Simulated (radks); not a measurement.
Problem. These are the eigenvalues of the occupied orbitals of an atom or ion with whole-number occupations (Ry). All-electron calculation, Dirac Kohn-Sham, relativistic LDA (MacDonald-Vosko exchange, VWN5 correlation), spin-unpolarised, spherical densities, finite nucleus; Fermi nuclear charge, rms radius of each element as measured or else 0.836 A^(1/3) + 0.57 fm. Program: a radial shooting solver on a logarithmic mesh with Libxc functionals.

orbital  eigenvalue
1s1/2     -2938.737
2s1/2     -471.0080
2p1/2     -445.2870
2p3/2     -412.8037
3s1/2     -101.4458
3p1/2     -90.44459
3p3/2     -84.05880
3d3/2     -64.65100
3d5/2     -63.27237
4s1/2     -20.49554
4p1/2     -16.39662
4p3/2     -15.01416
4d3/2      -8.24672
4d5/2      -8.00361
5s1/2      -2.97574
5p1/2      -1.84856
5p3/2      -1.64432
4f5/2      -0.43113
6s1/2      -0.28331
5d3/2      -0.24158

Which element is it, and in what charge state? The configuration may be excited. Open shells, if any, fill j = l - 1/2 first.

Solution. Z = 58, cerium, charge 0: Ce in [Xe] 4f1 5d1 6s2. The list shows which subshells hold electrons but not how many an open one holds; the 1s level, -1469.4 hartree, gives Z - s = 54.2 by -(Z - s)^2/2, which with screening and relativity narrows Z to a few neighbours, and the depths of the outer levels then fix element, charge and occupations together.
